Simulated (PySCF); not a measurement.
**Relaxation of singlet MoCl4**

Level of theory: PBE in PySCF with Mo def2-TZVP with ECP28, Cl def2-TZVP; scalar-relativistic core potentials, no spin–orbit coupling; density-fitted integrals. A (50,194) grid was used.

A hand-made tetrahedral start, of Td symmetry, held to at least that symmetry:

```xyz
5
charge 0 multiplicity 1, angstrom
Mo    0.0000    0.0000    0.0000
Cl    1.3683    1.3683   -1.3683
Cl    1.3683   -1.3683    1.3683
Cl   -1.3683    1.3683    1.3683
Cl   -1.3683   -1.3683   -1.3683
```

Question: What does it relax to?

Answer: It ends at Td with Mo–Cl 2.233 Å (×4); Cl–Mo–Cl 109.5° (×6). No frequency check is given, so it may be a saddle point. A symmetry-breaking gradient of 0.0036 Eh/bohr is left: the electronic state wants a lower symmetry.

Question: How much energy is released, and in how many steps?

Answer: 57.0 kJ/mol in 4 steps.

At this level a triplet minimum of Td symmetry lies 98 kJ/mol below this structure.
